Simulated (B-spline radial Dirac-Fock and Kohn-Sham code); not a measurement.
# Elastic and transport cross sections of gallium for electrons

Model: relativistic (Dirac) partial waves in the static field of the Dirac-Fock atom with Furness-McCarthy exchange, without polarisation or absorption potentials. Program: an atomic code on a B-spline grid. σ_tr1 and σ_tr2 weight the cross section with 1 − P₁ and 1 − P₂ of cos θ; "backward" is the share scattered beyond 90°.

| energy (eV) | σ (a₀²) | σ_tr1 (a₀²) | σ_tr2 (a₀²) | σ/σ_tr1 | backward (%) |
| --- | --- | --- | --- | --- | --- |
| 1590 | 4.58 | 0.673 | 0.897 | 6.81 | 5.4 |
| 1890 | 4.14 | 0.529 | 0.755 | 7.83 | 4.5 |
| 2000 | 4.01 | 0.489 | 0.712 | 8.20 | 4.2 |
| 3000 | 3.15 | 0.272 | 0.452 | 11.6 | 2.6 |
| 3140 | 3.06 | 0.254 | 0.428 | 12.0 | 2.4 |
| 3340 | 2.94 | 0.232 | 0.397 | 12.7 | 2.3 |
| 3500 | 2.86 | 0.217 | 0.375 | 13.2 | 2.1 |
| 4130 | 2.58 | 0.169 | 0.304 | 15.3 | 1.7 |
| 5000 | 2.28 | 0.126 | 0.237 | 18.1 | 1.3 |
| 5580 | 2.12 | 0.106 | 0.205 | 19.9 | 1.1 |
| 5740 | 2.08 | 0.102 | 0.197 | 20.4 | 1.1 |
| 6140 | 1.99 | 0.0916 | 0.180 | 21.7 | 1.0 |
| 6310 | ? | ? | ? | ? | ? |
| 6450 | 1.92 | 0.0848 | 0.168 | 22.7 | 0.94 |
| 8170 | 1.64 | 0.0584 | 0.120 | 28.0 | 0.68 |
| 10000 | 1.42 | 0.0422 | 0.0895 | 33.6 | 0.52 |
| 13400 | 1.15 | 0.0262 | 0.0577 | 43.8 | 0.35 |
| 14600 | 1.08 | 0.0228 | 0.0506 | 47.4 | 0.31 |
| 16100 | 1.00 | 0.0194 | 0.0435 | 51.8 | 0.27 |

Q: Fill in the row for 6.31 keV.

A: σ = 1.95 a₀², σ_tr1 = 0.0878 a₀², σ_tr2 = 0.173 a₀², σ/σ_tr1 = 22.2, backward 0.97 %. The ratio σ/σ_tr1 is roughly the number of elastic collisions that randomise the direction.

Values without a named source are computed, but for edge energies of neutral atoms, which are taken from tables.
